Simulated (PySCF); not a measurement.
propoxymethylsilane (C₄H₁₂OSi), SMILES CCCOC[SiH3].

Geometry: B3LYP-D3(BJ)/def2-SVP. The values are those of a single conformer.

Calculation: TDA-PBE0/def2-SVPD run with PySCF.

Vertical excitations. 

Task: Give excitation energies, oscillator strengths and character. (The exact figures need the calculation; the answer reports its results.)

Result: 
```csv
state,energy (eV),λ (nm),f,main pairs
S1,6.87,181,0.021,HOMO→LUMO 95 %
S2,7.46,166,0.001,HOMO→LUMO+1 83 %
S3,7.63,163,0.002,"HOMO→LUMO+2 64 %, HOMO→LUMO+3 30 %"
S4,7.74,160,0.017,"HOMO→LUMO+3 58 %, HOMO→LUMO+2 32 %"
S5,7.83,158,0.038,HOMO−1→LUMO 95 %
S6,8.07,154,0.013,"HOMO→LUMO+4 60 %, HOMO→LUMO+5 20 %"
T1,6.69,185,0,HOMO→LUMO 86 %
T2,7.19,172,0,"HOMO→LUMO+1 43 %, HOMO→LUMO+3 22 %, HOMO→LUMO+5 9 %, HOMO→LUMO 9 %"
```
Triplets are in the Tamm–Dancoff approximation.
